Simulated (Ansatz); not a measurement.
`C[N](C)[Zn][NH2]` + `N[SiH2]CCl` → `C[N](C)[Zn][Cl]` + `NC[SiH2]N`  (redistribution)

Program: Ansatz. Geometries: PBE0-D4/def2-TZVP. ΔE: electronic, gas phase. CCSD(T)/CBS is the MP2 limit (def2-TZVPP, def2-QZVPP) plus CCSD(T) − MP2 in def2-TZVPP, frozen cores. DFT in def2-TZVPP. B3LYP here is the variant with VWN-RPA as its local correlation; programs differ in this. For Zn outer-core shells are correlated without core-valence functions, which leaves a few kJ/mol of doubt a bond. Scalar relativity is left out up to krypton. One conformer a species, not always the lowest.

`C[N](C)[Zn][NH2]`:

```xyz
13

C    -1.673    0.004   -0.481
N    -0.241   -0.034   -0.379
C     0.394   -0.202   -1.657
Zn    0.659    0.111    1.178
N     1.447    0.268    2.799
H    -2.080   -0.923   -0.918
H    -2.019    0.833   -1.120
H    -2.141    0.132    0.499
H     0.085   -1.139   -2.150
H     1.482   -0.229   -1.563
H     0.145    0.617   -2.351
H     1.942   -0.532    3.164
H     1.999    1.094    2.979
```

`N[SiH2]CCl`:

```xyz
10

N    -0.380    1.402    0.892
Si    0.684    0.324    0.097
C    -0.154   -1.118   -0.789
Cl   -1.124   -2.037    0.402
H    -0.936    1.080    1.667
H    -0.858    2.121    0.374
H     1.609   -0.274    1.089
H     1.425    1.102   -0.933
H    -0.835   -0.789   -1.575
H     0.568   -1.811   -1.225
```

`C[N](C)[Zn][Cl]`:

```xyz
11

C     0.697   -1.041   -0.487
N    -0.025    0.006    0.184
C    -0.551    0.990   -0.724
Zn   -0.238    0.083    1.970
Cl   -0.488    0.171    4.045
H     1.554   -0.647   -1.056
H     0.058   -1.582   -1.204
H     1.087   -1.778    0.219
H     0.248    1.479   -1.303
H    -1.096    1.775   -0.194
H    -1.247    0.542   -1.451
```

`NC[SiH2]N`:

```xyz
12

N     1.609   -0.277    0.303
C     0.399   -1.026   -0.043
Si   -0.929    0.199   -0.558
N    -1.156    1.249    0.782
H     2.325   -0.888    0.678
H     2.001    0.163   -0.520
H     0.034   -1.532    0.856
H     0.542   -1.804   -0.809
H    -2.215   -0.477   -0.881
H    -0.461    0.864   -1.819
H    -0.313    1.539    1.257
H    -1.836    1.991    0.755
```

```tsv
level	ΔE (kJ/mol)	difference from CCSD(T)/CBS
PBE-D4	-88.5	8.3
r2SCAN-D4	-94.7	2.1
PBE0-D4	-99.9	-3.1
B3LYP-D4	-95.3	1.5
ωB97X-V	-99.7	-2.9
ωB97M-V	-98.0	-1.2
B2PLYP	-94.1	2.7
PBE	-88.7	8.1
r2SCAN	-94.7	2.1
PBE0	-100.1	-3.3
B3LYP	-95.8	1.0
HF/def2-TZVPP	-127.0	-30.2
MP2/def2-TZVPP	-89.6	7.2
SCS-MP2/def2-TZVPP	-92.7	4.1
CCSD/def2-TZVPP	-100.0	-3.2
CCSD(T)/def2-TZVPP	-95.1	1.7
HF/def2-QZVPP	-127.9	-31.1
MP2/def2-QZVPP	-90.9	5.9
SCS-MP2/def2-QZVPP	-94.1	2.7
HF/CBS(def2)	-128.0	-31.2
MP2/CBS(def2)	-91.3	5.5
CCSD/CBS(def2)	-101.7	-4.9
CCSD(T)/CBS	-96.8	0
```

Largest T1 diagnostic among the species: 0.015.

In def2-TZVPP, CCSD(T) changes the Hartree–Fock value by +31.9 kJ/mol (the triples alone add +4.9 kJ/mol) and MP2 by +37.4 kJ/mol. From PBE to PBE0 (25 % exact exchange), in def2-TZVPP and without D4, ΔE moves by −11.4 kJ/mol.

CCSD(T)/CBS has its own doubt, a few kJ/mol and more with outer-core shells, so smaller differences from it don't rank the levels.
